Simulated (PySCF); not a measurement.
How the method changes the constants of ZnN

State: ⁴Σ⁻ (quartet), unpaired electrons σ ↑, π ↑↑. Set-up: Zn def2-SVPD, N def2-SVPD; no relativity (PySCF 2.14). De refers to Zn + N in their high-spin ground configurations, without counterpoise correction. The functionals are run spin-unrestricted. A positive dipole means Zn(−)N(+). Levels whose curve was spin-contaminated or gave no clean fit are not listed.

```tsv
Level	Re (Å)	ωe (cm⁻¹)	De (eV)	μ (D)
PBE	2.003	410	0.96	-1.16
r²SCAN	1.984	422	0.88	-1.27
B3LYP	2.044	364	0.61	-1.26
PBE0	2.012	398	0.66	-1.37
MN15	2.054	328	0.51	-0.85
BHandHLYP	2.059	328	0.308	-1.39
ωB97X	2.049	332	0.434	-1.08
```

Question: What does the step from GGA to meta-GGA do here, going from PBE to r²SCAN?

Answer: r²SCAN less PBE: -1.9 pm in Re, +2.9 % in ωe, -0.08 eV in De. 

The state was picked by a PBE0 search and need not be the measured ground state.
